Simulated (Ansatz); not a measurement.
CH8AlBSn (`[BH2][SnH2][AlH][CH3]`). Charge 0, multiplicity 1. Sn: def2 effective core potential.

Cartesian coordinates in Å:
```
B 2.121 -0.190 -1.827
Sn 0.969 -1.307 -0.288
Al -0.346 0.439 1.250
C -2.176 0.978 0.838
H 1.612 0.114 -2.865
H 3.229 0.195 -1.600
H 1.991 -2.266 0.698
H -0.169 -2.372 -1.002
H 0.400 1.079 2.503
H -2.185 2.025 0.510
H -2.640 0.379 0.052
H -2.807 0.927 1.730
```

Question: List the harmonic frequencies (cm⁻¹, unscaled) at PBE0-D4/def2-TZVP in Ansatz. (An estimate is asked.)

Answer: Computed: 20, 31, 73, 108, 168, 259, 322, 359, 427, 431, 529, 551, 621, 650, 668, 718, 755, 878, 1147, 1213, 1432, 1441, 1893, 1899, 1906, 2585, 2684, 3031, 3103, 3138.

Question: Is this a minimum?

Answer: Yes, all 30 modes are real.

Question: Give the ideal-gas thermochemistry at 298.15 K and 1 bar (rigid rotor, harmonic oscillator; point group C1, symmetry number 1).

Answer: Zero-point energy 197.6 kJ/mol; H(298) − E = 225.4 kJ/mol; entropy 420.6 J/(mol·K), of which translation 173.4, rotation 117.1, vibration 130.1; G(298) − E = 100.0 kJ/mol. Modes under 100 cm⁻¹ are hindered rotations or soft bends, so the harmonic entropy is rough.

Question: And at 400, 500, 600, 800 and 1000 K?

Answer: 
```
T (K)  H − E (kJ/mol)  S (J/mol/K)  G − E (kJ/mol)
  400           240.7        464.7            54.8
  500           257.6        502.4             6.4
  600           276.0        535.9           -45.5
  800           316.4        593.8          -158.7
 1000           360.3        642.8          -282.5
```
